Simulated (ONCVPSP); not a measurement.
**zirconium: excitation energies, all-electron against ONCV**

```json
{
 "Element": "Zr (Z = 40)",
 "Generator": "ONCVPSP 4.0.1",
 "Type": "optimised norm-conserving Vanderbilt (ONCV)",
 "Functional": "PBE",
 "Relativity": "fully relativistic",
 "Frozen core": "[Ar] 3d10",
 "Valence charge": "12",
 "Reference configuration": "4s2 4p6 4d2 (charge +2)",
 "Partial waves": "4s: rc 1.25 bohr, ncon 4, nbas 7, qcut 5.5 1/bohr, 2 projectors, debl 0.4 Ha; 4p: rc 2.25 bohr, ncon 4, nbas 8, qcut 6.5 1/bohr, 2 projectors, debl 0.6 Ha; 4d: rc 2.55 bohr, ncon 3, nbas 8, qcut 5.4 1/bohr, 3 projectors, debl 3.6 Ha",
 "Local potential": "polynomial inside 0.90 bohr (lpopt 5, dvloc0 0 Ha)",
 "Core correction": "none"
}
```

Open shells are filled in proportion to 2j + 1.

In the s channel the program set the typed energies aside and used -2.534, 0.250 Ha. In the p channel the program set the typed energies aside and used -1.703, 0.250 Ha (j = l + 1/2; the other j can differ).

Energies are relative to the spin-unpolarised reference configuration 4s2 4p6 4d2; without spin polarisation the order of configurations can differ from experiment.

Question: Give the all-electron excitation energy and the error of the potential for: 4s2 4p6 4d2 5s2; 4s2 4p6 4d2 5s1; 4s2 4p6 4d1; 4s2 4p6 4d0.

Answer:

| valence configuration | charge | ΔE all-electron (eV) | error AE − PS (meV) |
| --- | --- | --- | --- |
| 4s2 4p6 4d2 5s2 | 0 | -20.078 | -0.5 |
| 4s2 4p6 4d2 5s1 | +1 | -12.940 | -0.4 |
| 4s2 4p6 4d1 | +3 | 22.623 | +35 |
| 4s2 4p6 4d0 | +4 | 56.836 | +217 |

Note: no bound ghost flagged; GHOST(+) flagged for s at 10.8 eV, d5/2 at 261.8 eV, d3/2 at 265.9 eV.
